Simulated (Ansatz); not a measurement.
Born–Oppenheimer molecular dynamics of ClH5O3Sn (10 atoms, charge 0, multiplicity 1). It starts at the highest image of a converged band, a first-order saddle point between two minima.

The calculation used Ansatz 0.2.0, RKS PBE-D4/def2-SVP.

```
ensemble                      : NVE (velocity Verlet)
time step                     : 0.5 fs
steps asked                   : 200
starting velocities drawn for : 300 K
seed                          : 8136
```

Frames 2.5 fs apart, positions in Å.

Velocities at 40 fs (Å/ps):

```
Sn -1.62 -1.96 3.89
Cl 2.64 1.43 -12.10
O -2.19 3.82 2.84
H 21.08 11.86 11.77
O 4.35 -2.53 3.38
H -1.92 14.53 9.55
O -1.43 2.41 -5.73
H -9.74 -27.08 -14.27
H 30.93 48.72 -15.20
H 45.63 73.73 -31.80
```

```xyz
10
Properties=species:S:1:pos:R:3 time_fs=40 energy_less_start_eV=-0.934 T=1204
Sn 0.202 0.209 0.050
Cl -0.213 0.052 2.406
O 1.909 -0.181 -0.912
H 1.914 -1.160 -1.097
O -0.894 1.579 -0.794
H -1.563 1.064 -1.323
O -0.983 -1.310 -0.519
H -1.634 -1.466 0.194
H 1.807 3.243 0.583
H 1.838 2.772 1.246
10
Properties=species:S:1:pos:R:3 time_fs=42.5 energy_less_start_eV=-0.910 T=1181
Sn 0.198 0.204 0.060
Cl -0.206 0.056 2.375
O 1.904 -0.172 -0.905
H 1.963 -1.123 -1.062
O -0.884 1.575 -0.786
H -1.559 1.100 -1.292
O -0.986 -1.304 -0.534
H -1.652 -1.534 0.156
H 1.884 3.356 0.554
H 1.951 2.963 1.157
10
Properties=species:S:1:pos:R:3 time_fs=45 energy_less_start_eV=-0.933 T=1201
Sn 0.193 0.198 0.069
Cl -0.198 0.060 2.345
O 1.900 -0.159 -0.896
H 2.006 -1.118 -1.023
O -0.874 1.578 -0.779
H -1.568 1.109 -1.270
O -0.991 -1.300 -0.548
H -1.649 -1.595 0.110
H 1.952 3.504 0.464
H 2.071 3.114 1.129
10
Properties=species:S:1:pos:R:3 time_fs=47.5 energy_less_start_eV=-0.855 T=1128
Sn 0.188 0.191 0.078
Cl -0.190 0.065 2.317
O 1.896 -0.143 -0.887
H 2.039 -1.128 -0.977
O -0.864 1.588 -0.773
H -1.586 1.096 -1.254
O -0.994 -1.298 -0.564
H -1.636 -1.650 0.072
H 2.020 3.646 0.382
H 2.187 3.268 1.093
10
Properties=species:S:1:pos:R:3 time_fs=50 energy_less_start_eV=-0.855 T=1127
Sn 0.183 0.183 0.087
Cl -0.181 0.070 2.291
O 1.894 -0.129 -0.877
H 2.057 -1.098 -0.919
O -0.856 1.602 -0.769
H -1.572 1.090 -1.217
O -0.997 -1.296 -0.581
H -1.622 -1.702 0.055
H 2.100 3.755 0.358
H 2.289 3.452 0.999
10
Properties=species:S:1:pos:R:3 time_fs=52.5 energy_less_start_eV=-0.819 T=1092
Sn 0.178 0.174 0.094
Cl -0.173 0.076 2.269
O 1.893 -0.115 -0.866
H 2.068 -1.061 -0.854
O -0.849 1.620 -0.766
H -1.544 1.086 -1.173
O -1.000 -1.295 -0.599
H -1.592 -1.740 0.043
H 2.163 3.883 0.284
H 2.406 3.613 0.954
10
Properties=species:S:1:pos:R:3 time_fs=55 energy_less_start_eV=-0.725 T=1002
Sn 0.173 0.165 0.100
Cl -0.164 0.081 2.252
O 1.893 -0.097 -0.854
H 2.086 -1.062 -0.789
O -0.841 1.641 -0.762
H -1.544 1.068 -1.148
O -1.003 -1.296 -0.618
H -1.546 -1.765 0.036
H 2.222 4.018 0.197
H 2.527 3.767 0.923
10
Properties=species:S:1:pos:R:3 time_fs=57.5 energy_less_start_eV=-0.698 T=975
Sn 0.168 0.156 0.104
Cl -0.156 0.087 2.241
O 1.894 -0.080 -0.842
H 2.105 -1.050 -0.727
O -0.832 1.664 -0.759
H -1.546 1.064 -1.131
O -1.005 -1.297 -0.638
H -1.500 -1.787 0.044
H 2.307 4.128 0.175
H 2.620 3.943 0.826
10
Properties=species:S:1:pos:R:3 time_fs=60 energy_less_start_eV=-0.686 T=963
Sn 0.162 0.147 0.106
Cl -0.148 0.092 2.237
O 1.897 -0.066 -0.828
H 2.124 -0.998 -0.675
O -0.825 1.684 -0.755
H -1.529 1.099 -1.110
O -1.007 -1.299 -0.659
H -1.452 -1.805 0.060
H 2.373 4.244 0.120
H 2.730 4.111 0.763
10
Properties=species:S:1:pos:R:3 time_fs=62.5 energy_less_start_eV=-0.659 T=938
Sn 0.156 0.138 0.106
Cl -0.140 0.098 2.240
O 1.900 -0.051 -0.813
H 2.160 -0.964 -0.628
O -0.816 1.703 -0.750
H -1.528 1.150 -1.105
O -1.009 -1.302 -0.679
H -1.396 -1.812 0.063
H 2.423 4.368 0.034
H 2.857 4.271 0.731
10
Properties=species:S:1:pos:R:3 time_fs=65 energy_less_start_eV=-0.774 T=1047
Sn 0.150 0.130 0.103
Cl -0.133 0.103 2.251
O 1.905 -0.034 -0.797
H 2.216 -0.956 -0.586
O -0.804 1.721 -0.744
H -1.562 1.201 -1.126
O -1.011 -1.305 -0.698
H -1.343 -1.819 0.059
H 2.512 4.483 0.011
H 2.943 4.440 0.635
10
Properties=species:S:1:pos:R:3 time_fs=67.5 energy_less_start_eV=-0.850 T=1122
Sn 0.143 0.121 0.098
Cl -0.126 0.108 2.268
O 1.911 -0.019 -0.780
H 2.271 -0.915 -0.557
O -0.792 1.736 -0.735
H -1.580 1.277 -1.145
O -1.012 -1.309 -0.716
H -1.304 -1.840 0.057
H 2.589 4.596 -0.026
H 3.042 4.610 0.554
```

Of the whole run (100 fs, mean temperature of the second half 1195 K): The conserved energy stayed within 0.15 meV per atom of its start (net change -0.083 meV per atom), so the integration is sound. The kinetic energy rose, since the run started high on the potential surface and went downhill. It ends in pieces (ClH3O3Sn + H2), so much of that is their flight and rotation, not heat. A run of 0.1 ps of so small a system gives no equilibrium averages. The orbitals stay closed-shell, which can raise the energy where a bond breaks towards radicals; this wasn't checked here.

Run time: 3.9 min on 4 threads of Intel(R) Xeon(R) Platinum 8259CL CPU @ 2.50GHz (Skylake/Cascade Lake), with other jobs on the host, peak memory 0.19 GiB.
